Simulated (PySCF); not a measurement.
**Radial density of P⁺ (phosphorus, charge +1)**

LC-wPBE, [Ne] 3s2 3p1 4s1, high-spin 3P determinant (an excited configuration). Computed with PySCF 2.14 in aug-cc-pCVTZ-DK, with scalar relativity by spin-free X2C-1e.

```json
{"r (bohr)": "0.00136", "4πr²ρ (e/bohr)": "0.05996", "4πr²(ρα − ρβ)": "0.0000"}
{"r (bohr)": "0.00229", "4πr²ρ (e/bohr)": "0.1570", "4πr²(ρα − ρβ)": "0.0001"}
{"r (bohr)": "0.00386", "4πr²ρ (e/bohr)": "0.4074", "4πr²(ρα − ρβ)": "0.0002"}
{"r (bohr)": "0.00649", "4πr²ρ (e/bohr)": "1.031", "4πr²(ρα − ρβ)": "0.0005"}
{"r (bohr)": "0.0109", "4πr²ρ (e/bohr)": "2.489", "4πr²(ρα − ρβ)": "0.0011"}
{"r (bohr)": "0.0184", "4πr²ρ (e/bohr)": "5.523", "4πr²(ρα − ρβ)": "0.0025"}
{"r (bohr)": "0.0309", "4πr²ρ (e/bohr)": "10.61", "4πr²(ρα − ρβ)": "0.0051"}
{"r (bohr)": "0.0519", "4πr²ρ (e/bohr)": "15.97", "4πr²(ρα − ρβ)": "0.0095"}
{"r (bohr)": "0.0873", "4πr²ρ (e/bohr)": "16.37", "4πr²(ρα − ρβ)": "0.0209"}
{"r (bohr)": "0.147", "4πr²ρ (e/bohr)": "11.51", "4πr²(ρα − ρβ)": "0.0615"}
{"r (bohr)": "0.247", "4πr²ρ (e/bohr)": "12.82", "4πr²(ρα − ρβ)": "0.1366"}
{"r (bohr)": "0.416", "4πr²ρ (e/bohr)": "15.59", "4πr²(ρα − ρβ)": "0.0972"}
{"r (bohr)": "0.699", "4πr²ρ (e/bohr)": "6.752", "4πr²(ρα − ρβ)": "0.0080"}
{"r (bohr)": "1.18", "4πr²ρ (e/bohr)": "2.140", "4πr²(ρα − ρβ)": "0.4415"}
{"r (bohr)": "1.98", "4πr²ρ (e/bohr)": "1.600", "4πr²(ρα − ρβ)": "0.5568"}
{"r (bohr)": "3.33", "4πr²ρ (e/bohr)": "0.4006", "4πr²(ρα − ρβ)": "0.2990"}
{"r (bohr)": "5.60", "4πr²ρ (e/bohr)": "0.1951", "4πr²(ρα − ρβ)": "0.1944"}
{"r (bohr)": "9.41", "4πr²ρ (e/bohr)": "0.005306", "4πr²(ρα − ρβ)": "0.0053"}
```

Densities and radii are taken from the X2C orbitals without a picture-change correction, which distorts them close to the nucleus.

The outer electron is Rydberg-like, and this basis confines it to a smaller radius and binds it less than a complete one would.
